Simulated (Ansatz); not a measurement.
Z-matrix (Å, degrees):
```
C
B 1 1.570
S 1 1.828 2 108.3
H 1 1.092 2 111.6 3 -121.9
H 1 1.096 2 109.2 3 118.1
O 2 1.351 1 118.2 3 131.5
H 2 1.202 1 121.4 3 -49.0
Si 3 2.124 1 98.7 2 -177.5
H 6 0.960 2 113.4 1 179.2
H 8 1.488 3 111.1 1 60.1
H 8 1.484 3 106.8 1 -179.8
H 8 1.488 3 110.8 1 -59.9
```

Total charge 0; spin multiplicity 1.

Question: List the r2SCAN/def2-TZVPP orbital energies in eV (Ansatz 0.2.0). (An estimate is asked.)

Answer: The calculation gave: Occupied: -2408.90, -1791.29, -516.72, -273.55, -213.32, -181.09, -157.41, -157.30, -157.18, -141.72, -96.61, -96.56, -96.55, -27.51, -20.24, -16.71, -14.53, -13.43, -12.09, -10.93, -10.55, -9.77, -9.36, -8.87, -8.69, -8.08, -7.43, -5.94. Lowest empty: -1.16, -0.26, 0.34, 0.78, 1.04, 1.22, 1.40, 2.29.
